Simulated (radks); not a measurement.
Results of a calculation; reference values are marked as such.
Initial-state core-level shifts of the tin ion Sn+ when its valence configuration changes from [Kr] 4d10 5s2 5p1. Level of theory: scalar-relativistic Kohn-Sham, PBE, spin-unpolarised, spherical densities, point nucleus (a radial shooting solver on a logarithmic mesh with Libxc functionals). Shifts are changes of the shell-averaged eigenvalues in eV (positive: less bound).

| valence | 2s | 2p | 3p | 4s |
|---|---|---|---|---|
| 4d9 5s2 5p2 | -8.550 | -8.527 | -8.268 | -7.282 |
| 4d10 5s1 5p2 | -1.524 | -1.522 | -1.544 | -1.549 |
| 4d9.5 5s2 5p1.5 | -4.243 | -4.232 | -4.112 | -3.647 |
| 4d9 5s1.5 5p2.5 | -9.268 | -9.243 | -8.996 | -8.004 |
| 4d8.5 5s1.5 5p3 | -13.621 | -13.584 | -13.176 | -11.604 |
| 4d10 5p3 | -2.979 | -2.973 | -3.021 | -3.030 |
| 4d7 5s1.5 5p4.5 | -27.110 | -27.033 | -26.023 | -22.372 |
| 4d9 5p4 | -11.341 | -11.310 | -11.098 | -10.091 |
| 4d10 5s1.5 5p1.5 | -0.772 | -0.770 | -0.782 | -0.784 |
